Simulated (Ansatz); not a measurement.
A made-up structure of CH2SeSi, singlet:

Si1  (0.388, 1.081, -0.413)
C2  (-0.678, -0.433, 0.158)
Se3  (-0.005, -1.254, -1.185)
H4  (-1.318, -0.323, 1.020)
H5  (1.556, 0.937, 0.382)
(Å)

It is relaxed with PBE-D4/def2-SVP and then PBE0-D4/def2-TZVP (Ansatz 0.2.0). Atoms count as bonded within 1.22 times the sum of their covalent radii (H–H: 0.88 Å). The end point is not checked to be a true minimum.

Task: Does its bonding change? (Judge from chemistry; the calculation decides.)

Result: Computed: No: no bond forms or breaks.

Where it ends: The first stage lowers the energy by 0.79 eV in 8 steps. It ends as CH₂SeSi ([CH]1[SiH][Se]1):
Si1  (0.405, 1.133, -0.542)
C2  (-0.614, -0.211, 0.190)
Se3  (-0.081, -1.295, -1.128)
H4  (-1.298, -0.513, 0.978)
H5  (1.530, 0.893, 0.463)
(Å)

Labels in which every atom is bracketed show which atoms are joined, not bond orders.

For scale, one of the runs: PBE0-D4/def2-TZVP relaxation, 128 basis functions, launched by `ansatz run in.yaml --threads 2 --pin off --events-out ev --progress --plain --max-ram 4352MiB`. The run took about 100 s on 2 CPU threads of an AMD EPYC 7571 (shared host).
